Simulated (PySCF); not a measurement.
# CuH + Cl₂ → CuCl + HCl

Level: PBE0 in the def2-TZVPD basis family, all electrons, no relativity, computed in PySCF with density fitting; open shells unrestricted.

```json
{"species": "CuH", "state and structure": "singlet, C∞v, Cu–H 1.485 Å", "E (Eh)": "-1640.83882", "ZPE (kJ/mol)": "11.2", "H(298 K) − H(0) (kJ/mol)": "8.7", "S° (J/(mol K))": "196.4"}
{"species": "Cl₂", "state and structure": "singlet, D∞h, Cl–Cl 1.980 Å", "E (Eh)": "-920.09105", "ZPE (kJ/mol)": "3.5", "H(298 K) − H(0) (kJ/mol)": "9.1", "S° (J/(mol K))": "222.4"}
{"species": "CuCl", "state and structure": "singlet, C∞v, Cu–Cl 2.077 Å", "E (Eh)": "-2100.37611", "ZPE (kJ/mol)": "2.4", "H(298 K) − H(0) (kJ/mol)": "9.5", "S° (J/(mol K))": "237.3"}
{"species": "HCl", "state and structure": "singlet, C∞v, H–Cl 1.279 Å", "E (Eh)": "-460.66594", "ZPE (kJ/mol)": "17.9", "H(298 K) − H(0) (kJ/mol)": "8.7", "S° (J/(mol K))": "186.6"}
```

Task: What is the electronic reaction energy?

Result: At PBE0/def2-TZVPD, ΔE = -294.5 kJ/mol from the differences of the total energies times 2625.5, downhill. 

Task: Add zero-point, thermal and entropy terms for 298.15 K and 1 bar.

Result: ΔZPE = 5.6 and Δ[H(298) − H(0)] = 0.4 kJ/mol give ΔH° = -288.5 kJ/mol. ΔS° = 5.1 J/(mol K), so ΔG° = -288.5 − 298.15 × (0.0051) = -290 kJ/mol.

Each species is the lowest minimum found with this bonding; other isomers or fragments can lie lower.
